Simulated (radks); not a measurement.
Results of a calculation; reference values are marked as such.
Task: Ionisation of the hafnium ion Hf31+, [Kr] 4d5, to Hf32+, [Kr] 4d4, under several functionals. Dirac Kohn-Sham, spin-unpolarised, spherical densities, finite nucleus; open shells fill j = l - 1/2 first; a radial shooting solver on a logarithmic mesh with Libxc functionals. Known Delta-SCF values: exchange-only B88 1244.4 eV; PBE 1246.3 eV; revPBE 1246.3 eV. What does PBEsol give, and what is its highest occupied eigenvalue?

Result: 1246.2 eV by Delta-SCF; the 4d5/2 eigenvalue is -1221.1 eV. NIST: 1245 eV (theoretical).

Beside tabulated values, note that spin-unpolarised runs miss the spin-polarisation part of the exchange energy of open shells.
